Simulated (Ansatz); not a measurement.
**Question.** Predict a relaxed structure of Hg₃S₂⁺, charge 1, doublet, at PBE-D4/def2-SVP (Ansatz).

**Answer.** 
```xyz
5

Hg    0.083    0.968    2.907
Hg   -2.183    0.900    0.812
Hg    0.689   -1.560   -3.383
S    -0.013   -0.195   -0.810
S     1.424   -0.114    0.474
```
 This is one stationary point.

In the def2 sets Hg takes a core potential; there is no spin–orbit coupling. The structure comes from a short search, and lower isomers may exist.
